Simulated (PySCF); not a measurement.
Si(F)(Me)2(SH) (C₂H₇FSSi), SMILES [Si](S)(F)(C)C.

Geometry optimised at TPSSh-D3(BJ)/def2-SVP. The structure was generated by enumeration, and PubChem lists no compound with its InChIKey, so it may never have been made. The values are those of a single conformer.

Calculation: TDDFT-PBE/def2-SVPD (PySCF).

Vertical excitations. Isolated molecule, no solvent.

Computed excitation energies, oscillator strengths and character:
| state | energy (eV) | λ (nm) | f | main pairs |
|---|---|---|---|---|
| S1 | 5.49 | 226 | 0.022 | HOMO→LUMO 99 % |
| S2 | 6.03 | 206 | 0.043 | HOMO→LUMO+1 99 % |
| S3 | 6.50 | 191 | 0.001 | HOMO→LUMO+2 97 % |
| S4 | 6.57 | 189 | 0.007 | HOMO→LUMO+3 97 % |
| S5 | 7.00 | 177 | 0.009 | HOMO→LUMO+4 94 % |
| S6 | 7.04 | 176 | 0.025 | HOMO−1→LUMO 94 % |
| S7 | 7.10 | 175 | 0.002 | HOMO−2→LUMO 99 % |
| S8 | 7.29 | 170 | 0.009 | HOMO→LUMO+5 99 % |
| S9 | 7.63 | 163 | 0.009 | HOMO→LUMO+6 77 %, HOMO−1→LUMO+1 21 % |
| S10 | 7.72 | 161 | 0.046 | HOMO→LUMO+7 87 % |
| T1 | 5.19 | 239 | 0 | HOMO→LUMO 98 % |
| T2 | 5.78 | 214 | 0 | HOMO→LUMO+1 98 % |
| T3 | 6.33 | 196 | 0 | HOMO→LUMO+2 83 %, HOMO→LUMO+3 16 % |
| T4 | 6.37 | 195 | 0 | HOMO→LUMO+3 82 %, HOMO→LUMO+2 16 % |
Triplets are in the Tamm–Dancoff approximation, which puts them higher than full response would, so one can lie above its singlet here.
